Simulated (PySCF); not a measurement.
# Reading the logs of faulty runs: BCGeH7O

All numbers below are calculated, not measured. They come from PySCF 2.14.0, an open-source quantum chemistry program, on an isolated molecule that a program drew, which may never have been made. The molecule is BCGeH7O (charge 0, singlet), drawn as the SMILES string `CB[O][GeH3]`.

Each row is a Hartree-Fock (HF) and frozen-core CCSD(T) single point in the cc-pVDZ basis, meant for a local HF minimum. Run 1 is clean. Each other run has one planted mistake out of seven kinds, and not every kind appears here: one electron removed, one electron added, multiplicity raised by two, geometry at a saddle point, minimal basis STO-3G, one bond length entered in bohr, all coordinates scaled. The reference is restricted for singlets and unrestricted otherwise, and also for a bond in bohr. Adding or removing an electron swaps singlet and doublet. Electrons count all cores. HOMO and LUMO are orbital energies over both spins, the gradient is its largest component, and the lowest frequency (negative if imaginary) is given only where the gradient is small. Bond lengths are over the 10 bonds as drawn. T1 is the CCSD diagnostic: over 0.02 (restricted) or 0.045 (unrestricted) a single reference is doubtful. Germanium has the cc-pVDZ-PP basis, with a core potential (ECP10MDF) in place of its 10 inner electrons, and its 3s, 3p and 3d shells are frozen in CCSD(T).

Geometry of the clean run:
```xyz
11
BCGeH7O, angstrom
C    -0.7870   -2.0589   -0.5564
B    -0.8584   -0.5219   -0.9387
O    -0.8325    0.4969   -0.0549
Ge   -0.7189    0.5473    1.7337
H    -0.7119   -2.2767    0.5129
H     0.0717   -2.5203   -1.0579
H    -1.6728   -2.5737   -0.9463
H    -0.9428   -0.2165   -2.1057
H     0.5911   -0.1111    2.1623
H    -0.7414    2.0290    2.0823
H    -1.9209   -0.1874    2.3240
```

| run | electrons | basis functions | <S^2> | HOMO (eV) | LUMO (eV) | gradient (hartree/bohr) | lowest frequency (cm^-1) | mean bond (Å) | longest bond (Å) | T1 | HF (hartree) | CCSD(T) (hartree) | mistake |
|---|---|---|---|---|---|---|---|---|---|---|---|---|---|
| 1 | 58 | 100 | 0.000 | -11.23 | 3.55 | 4.8e-06 | 77 | 1.3800 | 1.793 | 0.0132 | -434.93413 | -435.51462 | no fault |
| 2 | 59 | 100 | 0.758 | 2.53 | 8.45 | 9.6e-02 | - | 1.3800 | 1.793 | 0.0180 | -434.82134 | -435.42349 | one electron added |
| 3 | 58 | 100 | 2.021 | -3.28 | -1.26 | 1.9e-01 | - | 1.3800 | 1.793 | 0.0415 | -434.67550 | -435.24661 | multiplicity raised by two |
| 4 | 58 | 100 | 0.691 | -10.69 | 2.67 | 2.6e-02 | - | 1.4773 | 2.067 | 0.0548 | -434.80599 | -435.38530 | one bond length entered in bohr |
| 5 | 58 | 100 | 0.000 | -11.26 | 3.98 | 1.2e-01 | - | 1.2503 | 1.624 | 0.0108 | -434.81986 | -435.38168 | ? |

**Which mistake was planted in run 5, and what did it cost?**

The mean and the longest bond both change by the same factor, 0.906, and the gradient is no longer small. So the mistake is: all coordinates scaled. Subtracting run 1 and multiplying by 627.51 kcal/mol a hartree, the energy moved by 71.7 kcal/mol in HF and 83.4 kcal/mol in CCSD(T).

Cautions from the logs. Run 2: the HOMO is above zero, so the electron isn't bound and the energy depends on the basis; run 4: T1 is over the limit, so its CCSD(T) energy is less reliable.
